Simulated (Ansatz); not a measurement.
Ansatz (a first-principles code) input (B97M-V/def2-TZVPD):

Ansatz 0.2 input:
```yaml
crystal:
  periodic: [false, false, false]
  atoms:
    - {symbol: Si, position_ang: [-0.22315935, -0.51189497, 0.10115785]}
    - {symbol: O, position_ang: [-0.80993088, 1.22472079, -0.14369015]}
    - {symbol: O, position_ang: [1.36029592, -0.48926452, -0.10404122]}
    - {symbol: H, position_ang: [-0.89445455, -1.11971689, -1.04089982]}
    - {symbol: H, position_ang: [-0.73600010, -0.70089972, 1.45915862]}
    - {symbol: H, position_ang: [-0.77813300, 1.67228433, -1.00685801]}
    - {symbol: H, position_ang: [2.03844476, -0.43855315, 0.57758705]}
    - {symbol: H, position_ang: [-0.90854652, 1.86976478, 0.57665319]}
basis:
  gaussian:
    orbitals: def2-TZVPD
hamiltonian:
  xc: {name: B97M-V}
total_charge: 1
output: {forces: true}
```

End of the output:

```
integrals: 0.08 GiB planned
898 factors; their error is unknown
0.28 GiB of the device are held for the grids
0.75 GiB of device memory are held for the factors and their scratch space
mean field: 0.74 GiB planned
mean field evaluation 1: about -12028.1201 eV, gradient 1.1e2 eV
mean field evaluation 2: about -11956.0875 eV, gradient 2.0e2 eV
mean field evaluation 4: about -12045.4046 eV, gradient 2.3e1 eV
mean field evaluation 8: about -12046.2550 eV, gradient 3.4e-1 eV
mean field evaluation 16: about -12046.2551 eV, gradient 2.1e-5 eV
mean field -12046.25514768 eV, -442.6917114323 hartree, gradient 2.1e-5 eV, S^2 0.000000; 0 other end points of the search recorded, 0 dependent functions left out
the calculation of the forces begins
reference -12046.25521209 eV, -442.6917137994 hartree; 17, 17 occupied and 151, 151 virtual orbitals, 898 factors
Total energy: -12046.25521209 eV, -442.6917137994 hartree
Atom 0 at    -0.223159    -0.511895     0.101158 Å, force     0.305528     0.209955    -0.001890 eV/Å
Atom 1 at    -0.809931     1.224721    -0.143690 Å, force     0.017839    -0.037023    -0.011290 eV/Å
Atom 2 at     1.360296    -0.489265    -0.104041 Å, force    -0.171651    -0.003853     0.091145 eV/Å
Atom 3 at    -0.894455    -1.119717    -1.040900 Å, force     0.032881     0.032814     0.025566 eV/Å
Atom 4 at    -0.736000    -0.700900     1.459159 Å, force    -0.008816     0.014092    -0.026433 eV/Å
Atom 5 at    -0.778133     1.672284    -1.006858 Å, force     0.002113    -0.072821     0.250122 eV/Å
Atom 6 at     2.038445    -0.438553     0.577587 Å, force    -0.223160    -0.006811    -0.114901 eV/Å
Atom 7 at    -0.908547     1.869765     0.576653 Å, force     0.045266    -0.136352    -0.212319 eV/Å
Dipole moment:    -0.309678     0.704202     0.188543 e Å
```

It need not be the lowest isomer of its formula.
